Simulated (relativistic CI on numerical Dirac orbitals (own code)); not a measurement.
**Line list: Electric-dipole lines, Ta²²⁺**

Calculated at this level of theory: Dirac-Coulomb-Breit CI, orbitals from a KLI potential per configuration, model QED (radiative potential, 1s self-energy scaled to tabulated hydrogen-like ionisation energies), unscaled Slater integrals (own radial code, finite nucleus).

Configurations in the expansion (outside the closed core [Ar] 3d10 4p6 4d10): 4s2 4f5, 4s2 4f4 5s, 4s2 4f3 5s2, 4s2 4f4 5p, 4s2 4f3 5s 5p, 4s2 4f3 5p2, 4s2 4f4 6s, 4s 4f6. Levels of other configurations are missing.

```
λ vac (nm)                  Lower                    Upper   A (s⁻¹)  log gf  S velocity/length
    17.848    4s2 4f5 6H°_5/2 [1]  4s2 4f4 5s 6I_7/2 [199]  1.29e+05   -5.31               0.76
    17.891    4s2 4f5 6H°_7/2 [2]  4s2 4f4 5s 6I_9/2 [200]  8.27e+04   -5.40               0.72
    18.103    4s2 4f5 6H°_7/2 [2]  4s2 4f4 5s 6I_7/2 [199]  2.00e+04   -6.10               0.87
    18.139    4s2 4f5 6H°_9/2 [3]  4s2 4f4 5s 6I_9/2 [200]  2.02e+04   -6.00               0.78
    18.373   4s2 4f5 6H°_11/2 [4]  4s2 4f4 5s 6I_9/2 [200]  8.21e+03   -6.38               1.24
    19.584   4s2 4f5 4I°_9/2 [16]  4s2 4f4 5s 6I_9/2 [200]  1.73e+04   -6.00               0.38
    19.602  4s2 4f5 4K°_11/2 [18]  4s2 4f4 5s 6I_9/2 [200]  7.74e+04   -5.35               1.40
    19.653   4s2 4f5 4G°_7/2 [19]  4s2 4f4 5s 6I_9/2 [200]  1.03e+04   -6.23               0.66
    19.839   4s2 4f5 4I°_9/2 [16]  4s2 4f4 5s 6I_7/2 [199]  3.61e+04   -5.77               2.15
    19.910   4s2 4f5 4G°_7/2 [19]  4s2 4f4 5s 6I_7/2 [199]  1.97e+04   -6.03               1.14
    20.084   4s2 4f5 4G°_9/2 [25]  4s2 4f4 5s 6I_9/2 [200]  3.33e+04   -5.70               1.05
    20.352   4s2 4f5 4G°_9/2 [25]  4s2 4f4 5s 6I_7/2 [199]  1.31e+04   -6.19               1.41
    20.355  4s2 4f5 4I°_11/2 [31]  4s2 4f4 5s 6I_9/2 [200]  9.22e+03   -6.24               1.70
    20.751   4s2 4f5 4H°_7/2 [34]  4s2 4f4 5s 6I_7/2 [199]  1.58e+04   -6.09               1.74
    20.810   4s2 4f5 4H°_9/2 [43]  4s2 4f4 5s 6I_9/2 [200]  1.16e+04   -6.12               1.33
    21.098   4s2 4f5 4H°_9/2 [43]  4s2 4f4 5s 6I_7/2 [199]  1.37e+04   -6.14               1.17
    21.117  4s2 4f5 4G°_11/2 [49]  4s2 4f4 5s 6I_9/2 [200]  4.52e+04   -5.52               1.19
    21.979  4s2 4f5 2I°_11/2 [71]  4s2 4f4 5s 6I_9/2 [200]  2.16e+04   -5.81               1.34
    22.145  4s2 4f5 2H°_11/2 [75]  4s2 4f4 5s 6I_9/2 [200]  2.90e+04   -5.67               1.53
    22.346  4s2 4f5 2I°_11/2 [81]  4s2 4f4 5s 6I_9/2 [200]  2.90e+04   -5.66               1.50
```

Terms are leading LS components. Brackets give the number of a level in order of energy, since labels repeat. The list gives strong lines, with weight on those to low levels, among the lowest 200 of 2907 levels, so that lines to higher ones, which can be the strongest, are missing. Levels whose partners in the same complex of configurations lie outside the list can be far off, and so can their lines. Rates are taken at the computed energies, electric ones in the length gauge. A velocity-to-length ratio far from 1 marks an uncertain rate.

At this charge energies of transitions that change n are usually good to better than 1 %, and those within a shell (Δn = 0) to a few per cent. Terms inside the open d or f shell come out 10 to 20 % too wide with unscaled integrals.

LS names give the leading component of a level, which can be under half, so a name can repeat, a term be missing and a line seem to break the LS rules.
